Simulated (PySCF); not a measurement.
Computed with PBE-D3(BJ)/def2-TZVP // B3LYP-D3(BJ)/def2-TZVP in PySCF. Gas-phase values, no solvent. One relaxed conformer stands for a flexible species; it need not be the lowest. Excitations are Tamm–Dancoff values on a coarser integration grid. The basis has no diffuse functions, so Rydberg states are missing or too high.

Reference species (SMILES): `CB(C)C` (neutral, multiplicity 1).

```
Property                                        Value
-------------------------------------------  --------
S1–T1 gap (TDA)                               0.54 eV
brightest of the four lowest singlets (TDA)   7.30 eV
HOMO                                         -7.10 eV
```

Changed species: `SB(S)S` (3 of 3 CH3 replaced by SH; the reference has 0 of 3 CH3 replaced by SH).

Q: Give the shifts of the S1–T1 gap (TDA), brightest of the four lowest singlets (TDA) and HOMO.

A: the S1–T1 gap (TDA) decreases by 0.14 eV, to 0.40 eV; the brightest of the four lowest singlets (TDA) decreases by 1.67 eV, to 5.63 eV; the HOMO goes up by 0.74 eV, to -6.36 eV.
